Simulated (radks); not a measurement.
Results of a calculation; reference values are marked as such.
Zn+, 29 electrons, occupied as [Ar] 3d8.5 4p2.5 (fractional occupations, a model configuration).

Code: a radial shooting solver on a logarithmic mesh with Libxc functionals. Model: scalar-relativistic Kohn-Sham, SCAN, spin-polarised, spherical densities, finite nucleus; open shells are filled with parallel spins first; meta-GGA in the generalised Kohn-Sham scheme; Fermi nuclear charge, rms radius 3.9283 fm.

Energy parts (Ry):
part                       energy
total                 -3589.95812
kinetic                3647.37275
electron-nucleus      -8601.03963
Hartree                1505.96468
exchange-correlation   -142.25591

Orbitals (lengths in bohr, moments of r in powers of bohr; <r^-3> diverges for s and p1/2; r(90%) holds 90 % of the orbital's charge):
orbital  occ.  eigenvalue (Ry)       <r^4>  <r^-3>      <r>  r(90%)
1s up       1        -704.1477  0.00002992       -  0.05032  0.0899
1s down     1        -704.1376  0.00002992       -  0.05032  0.0899
2s up       1        -88.01211    0.006315       -   0.2259   0.350
2s down     1        -87.90523    0.006292       -   0.2257   0.349
2p up       3        -76.39135    0.004705   794.5   0.1983   0.324
2p down     3        -76.30591    0.004684   795.6   0.1982   0.324
3s up       1        -11.77826      0.4399       -   0.6734    1.01
3s down     1        -11.59015      0.4428       -   0.6750    1.01
3p up       3         -8.25683      0.5809   105.6   0.7013    1.08
3p down     3         -8.06681      0.5827   104.6   0.7030    1.08
3d up       5         -2.60028       1.748   10.68   0.8097    1.37
3d down   3.5         -2.39736       1.677   10.63   0.8092    1.37
4p up     2.5         -0.92074       99.04   6.739    2.613    3.92

The highest occupied level is 4p up at -12.527 eV. The spin density at the nucleus is -0.269 e/bohr^3 (1s -0.181, 2s -1.641, 3s 1.554).
